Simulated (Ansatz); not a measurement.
C₂H₅FO₂Si (`O=C(O)C[SiH2]F`) at its PBE0-D4/def2-TZVP geometry, where that method's forces vanish. Total charge 0; spin multiplicity 1.

```xyz
11

O    -0.2182    1.4599   -0.9964
C    -0.9045    0.6348   -0.4455
O    -2.2419    0.6673   -0.4866
C    -0.3500   -0.5085    0.3388
Si    1.5241   -0.4028    0.2979
F     2.0718   -1.6476    1.1522
H    -2.4878    1.4404   -1.0153
H    -0.7349   -0.4726    1.3625
H    -0.7109   -1.4519   -0.0822
H     2.0431   -0.5496   -1.0790
H     2.0095    0.8306    0.9535
```

Question: What forces (eV/Å) does r2SCAN-D4/def2-TZVPP give on these atoms in the Gaussian-basis code of Ansatz? (An estimate is asked.)

Answer: Computed: 
```
O1   0.287  0.340 -0.226
C2   0.119 -0.220  0.149
O3  -0.419 -0.066  0.040
C4   0.046 -0.072  0.050
Si5  0.025  0.032 -0.021
F6   0.008 -0.030  0.020
H7  -0.005  0.044 -0.030
H8  -0.016 -0.020 -0.004
H9  -0.016 -0.004  0.020
H10 -0.015  0.014  0.023
H11 -0.014 -0.017 -0.022
```
